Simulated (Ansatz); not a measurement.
Harmonic frequencies (cm⁻¹) at PBE0-D4/def2-TZVP from Ansatz: 45, 131, 146, 248, 388, 471, 490, 686, 694, 775, 782, 801, 810, 939, 957, 962, 1036, 1817, 1880, 1890, 2228, 2290, 2304, 3890.

(1) Which molecule is it?
A. `[OH][Al-]([OH])([OH])[SeH2+]`
B. `[AlH3-][OH+][SiH3]`
C. `[BH3-][OH+]C`
D. `C[OH+][B-](F)(F)F`

## Answers

(1) B.
